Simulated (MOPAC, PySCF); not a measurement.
H₇BSi₂, SMILES `[SiH3]B[SiH3]`, neutral singlet in the gas phase. 

Cartesian coordinates (Å):
```xyz
10

Si    -1.7501    -0.2222    -0.2005
B      0.0000     0.4843    -0.8798
Si     1.7492     0.0334    -0.0071
H     -1.6131    -1.4952     0.5502
H     -2.2229     0.8179     0.7596
H     -2.7945    -0.3952    -1.2412
H      0.0022     1.1985    -1.8353
H      1.6097    -0.3568     1.4180
H      2.7785     1.0981    -0.1086
H      2.2444    -1.1595    -0.7539
```
Charge 0, multiplicity 1.

All levels are single points at this geometry (B3LYP-D3(BJ)/def2-TZVP); Pople sets use spherical d functions. Orbital energies aren't observables, and empty levels follow the basis.

```
level                            HOMO (eV)  LUMO (eV)  gap (eV)  dipole (D)  vertical IE, Delta-SCF (eV)
-------------------------------  ---------  ---------  --------  ----------  ---------------------------
B3LYP-D3(BJ)/def2-TZVP in PySCF      -7.80      -3.00      4.79        0.40                         9.94
B3LYP/6-31G* in PySCF                -7.68      -2.74      4.95        0.47                         9.89
PBE/6-31G* in PySCF                  -6.73      -3.56      3.17        0.39                         9.68
SVWN5/6-31G* in PySCF                -6.78      -3.76      3.02        0.37                         9.76
HF/3-21G in PySCF                   -10.77       0.94     11.71        0.51                            –
PM3 in MOPAC                         -9.89       0.52     10.40        0.20                            –
```
